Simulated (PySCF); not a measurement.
CaCl, SMILES [Cl][Ca+], charge +1. Heavy atoms are numbered as in [Ca+:1][Cl:2].

Geometry: PBE0-D3(BJ)/def2-TZVPD. The spin state was assumed, not searched.

Computed with PySCF with HF/def2-TZVPD.

Mulliken values depend strongly on the basis, most of all with diffuse functions as here. ESP charges are fitted to the potential on shells at 1.4 to 2.0 van der Waals radii. Atomic charges (e), one atom of each kind:

```csv
atom,meta-Löwdin,Mulliken,ESP fit
Ca1,1.79,1.73,___
Cl2,-0.79,-0.73,___
```

Some entries are withheld; supply them. (An estimate is asked for; the answer gives what the named calculation found.)


- Ca1, ESP fit: 1.55
- Cl2, ESP fit: -0.55
